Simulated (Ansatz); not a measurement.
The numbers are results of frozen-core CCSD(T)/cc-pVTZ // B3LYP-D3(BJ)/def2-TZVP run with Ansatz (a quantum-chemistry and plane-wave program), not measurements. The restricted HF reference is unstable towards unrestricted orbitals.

Ansatz 0.2 input:
```yaml
crystal:
  periodic: [false, false, false]
  atoms:
    - { symbol: C, position_ang: [-1.831824, -0.183661, -0.419025] }
    - { symbol: Si, position_ang: [-0.362168, 0.969581, -0.1318] }
    - { symbol: Si, position_ang: [1.531515, 0.107184, 0.594778] }
    - { symbol: O, position_ang: [2.092625, -1.345171, 0.041218] }
    - { symbol: H, position_ang: [-2.552913, 0.297446, -1.083253] }
    - { symbol: H, position_ang: [-1.501935, -1.108056, -0.894151] }
    - { symbol: H, position_ang: [-2.341558, -0.430057, 0.512827] }
    - { symbol: H, position_ang: [-0.722284, 2.070543, 0.807097] }
    - { symbol: H, position_ang: [2.678203, 1.032648, 0.809924] }
    - { symbol: H, position_ang: [3.01034, -1.410457, -0.237616] }
basis:
  gaussian: { orbitals: cc-pVTZ }
correlation:
  method: ccsd_t
```

Output:

```
Functional definition: HF
1215 factors; integrals over basis functions are off by at most 9.9e-4 eV
mean field evaluation 1: about -18884.3801 eV, gradient 4.1e1 eV
mean field evaluation 2: about -18884.6285 eV, gradient 4.1e1 eV
mean field evaluation 4: about -18888.3506 eV, gradient 3.9e0 eV
mean field evaluation 8: about -18888.4211 eV, gradient 2.7e-1 eV
mean field evaluation 16: about -18888.4217 eV, gradient 2.2e-6 eV
mean field -18888.42172026 eV, -694.1366951876 hartree, gradient 2.2e-6 eV, S^2 0.000000; 0 other end points of the search recorded, 0 dependent functions left out; unrestricted orbitals would lower it
12 core orbitals not correlated
reference -18888.42172026 eV, -694.1366951876 hartree; 12, 12 occupied and 188, 188 virtual orbitals, 1215 factors
second order -17.93480291 eV of doubles, -0.00000000 eV of singles
cycle   1  -18.53775320 eV  change   -6.0e-1 eV  update   1.1e-1
cycle   2  -19.04823528 eV  change   -5.1e-1 eV  update   3.7e-2
cycle   3  -19.16673246 eV  change   -1.2e-1 eV  update   2.0e-2
cycle   4  -19.15524290 eV  change    1.1e-2 eV  update   6.8e-3
cycle   5  -19.15158981 eV  change    3.7e-3 eV  update   3.1e-3
cycle   6  -19.15235430 eV  change   -7.6e-4 eV  update   1.2e-3
cycle   7  -19.15183302 eV  change    5.2e-4 eV  update   4.8e-4
cycle   8  -19.15186141 eV  change   -2.8e-5 eV  update   2.1e-4
cycle   9  -19.15197575 eV  change   -1.1e-4 eV  update   9.0e-5
cycle  10  -19.15194513 eV  change    3.1e-5 eV  update   3.4e-5
cycle  11  -19.15194269 eV  change    2.4e-6 eV  update   1.6e-5
perturbative correction -0.82113453 eV, -0.0301761375 hartree
Total energy: -18908.39479748 eV, -694.8706922372 hartree
```

Cost: very roughly 60 core-seconds.
